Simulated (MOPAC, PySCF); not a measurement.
H$_{5}$BN$_{2}$S, SMILES `NB(N)S` (N–B–S–H torsion 180°), neutral singlet in the gas phase. 

Z-matrix (Å, degrees):
```
B
N 1 1.4109
H 2 1.0028 1 122.96
H 2 1.0038 3 113.78 1 179.96
N 1 1.4111 2 122.20 3 -179.99
H 5 1.0018 1 123.48 2 -179.98
H 5 1.0043 6 113.70 1 -180.00
S 1 1.8437 2 116.36 3 0.02
H 8 1.3402 1 97.19 2 -179.94
```
Charge 0, multiplicity 1.

All levels are single points at this geometry (PBE0-D4/def2-TZVP); Pople sets use spherical d functions. Orbital energies aren't observables, and empty levels follow the basis.

HF/3-21G in PySCF gives gap (eV) = 15.09.

### Question
Estimate the gap (eV) from each of these levels: PBE-D3(BJ)/def2-TZVP in PySCF; PBE0-D4/def2-TZVP in PySCF; B3LYP/LANL2DZ in PySCF; BP86/6-31G* in PySCF; SVWN5/6-31G* in PySCF; HF/6-31G* in PySCF; PM3 in MOPAC; PM6 in MOPAC.

### Answer

```json
[
 {"level": "PBE-D3(BJ)/def2-TZVP in PySCF", "gap (eV)": "5.16"},
 {"level": "PBE0-D4/def2-TZVP in PySCF", "gap (eV)": "7.29"},
 {"level": "B3LYP/LANL2DZ in PySCF", "gap (eV)": "7.63"},
 {"level": "BP86/6-31G* in PySCF", "gap (eV)": "5.62"},
 {"level": "SVWN5/6-31G* in PySCF", "gap (eV)": "5.51"},
 {"level": "HF/6-31G* in PySCF", "gap (eV)": "14.49"},
 {"level": "PM3 in MOPAC", "gap (eV)": "9.70"},
 {"level": "PM6 in MOPAC", "gap (eV)": "9.31"}
]
```
